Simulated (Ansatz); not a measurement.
Input and output for (4-methoxyphenyl)phenyliodonium, `COc1ccc([I+]c2ccccc2)cc1`.

```yaml
crystal:
  periodic: [false, false, false]
  atoms:
    - {symbol: C, position_ang: [-4.957555, 1.121176, -0.348872]}
    - {symbol: O, position_ang: [-4.060895, 0.922892, 0.745386]}
    - {symbol: C, position_ang: [-2.952586, 0.194865, 0.572017]}
    - {symbol: C, position_ang: [-2.575572, -0.419409, -0.648240]}
    - {symbol: C, position_ang: [-1.392388, -1.163727, -0.722979]}
    - {symbol: C, position_ang: [-0.601950, -1.285683, 0.429015]}
    - {symbol: I, position_ang: [1.178815, -2.430465, 0.318331]}
    - {symbol: C, position_ang: [2.647776, -0.906835, -0.069137]}
    - {symbol: C, position_ang: [3.333603, -0.367055, 1.026036]}
    - {symbol: C, position_ang: [4.291430, 0.626314, 0.761480]}
    - {symbol: C, position_ang: [4.535404, 1.044838, -0.556210]}
    - {symbol: C, position_ang: [3.826674, 0.478587, -1.628188]}
    - {symbol: C, position_ang: [2.864162, -0.518128, -1.396913]}
    - {symbol: C, position_ang: [-0.949972, -0.691755, 1.657316]}
    - {symbol: C, position_ang: [-2.126391, 0.049466, 1.717888]}
    - {symbol: H, position_ang: [-5.375636, 0.155564, -0.705202]}
    - {symbol: H, position_ang: [-4.456122, 1.646684, -1.189343]}
    - {symbol: H, position_ang: [-5.776333, 1.752159, 0.039543]}
    - {symbol: H, position_ang: [-3.199597, -0.326600, -1.546807]}
    - {symbol: H, position_ang: [-1.108819, -1.638955, -1.673045]}
    - {symbol: H, position_ang: [3.144226, -0.700406, 2.056369]}
    - {symbol: H, position_ang: [4.850443, 1.068918, 1.599527]}
    - {symbol: H, position_ang: [5.290387, 1.820826, -0.750906]}
    - {symbol: H, position_ang: [4.023085, 0.805296, -2.660414]}
    - {symbol: H, position_ang: [2.313393, -0.968648, -2.234741]}
    - {symbol: H, position_ang: [-0.323438, -0.801512, 2.553898]}
    - {symbol: H, position_ang: [-2.442166, 0.531595, 2.654169]}
basis:
  gaussian: {orbitals: STO-3G}
total_charge: 1
hamiltonian: {xc: {name: wB97X-V}}
scf: {omitted_lower_state_checks: [starts]}
```

```sh
$ ansatz run in.yaml --threads 6 --pin off --events-out ev --progress --plain --max-ram 7833MiB
```

Shortened log:

```
Functional definition: wB97X-V
1473 factors; integrals over basis functions are off by at most 4.0e-5 eV
461 factors; integrals over basis functions are off by at most 1.4e-6 eV
mean field evaluation 1: about -201985.2553 eV, gradient 2.4e1 eV
mean field evaluation 2: about -201986.4587 eV, gradient 1.9e1 eV
mean field evaluation 4: about -201987.3912 eV, gradient 1.2e0 eV
mean field evaluation 8: about -201987.1083 eV, gradient 3.8e-2 eV
mean field evaluation 16: about -201987.1083 eV, gradient 4.7e-5 eV
mean field -201987.10831707 eV, -7422.8893188730 hartree, gradient 4.7e-5 eV, S^2 0.000000; 0 other end points of the search recorded, 0 dependent functions left out
reference -201987.10831494 eV, -7422.8893187947 hartree; 75, 75 occupied and 34, 34 virtual orbitals, 1473 factors
Total energy: -201987.10831494 eV, -7422.8893187947 hartree
Checks for a lower state left out: starts
```

It took 5.5 s on 6 threads of Intel Xeon Platinum 8488C on a shared host, peak host memory 0.76 GiB.
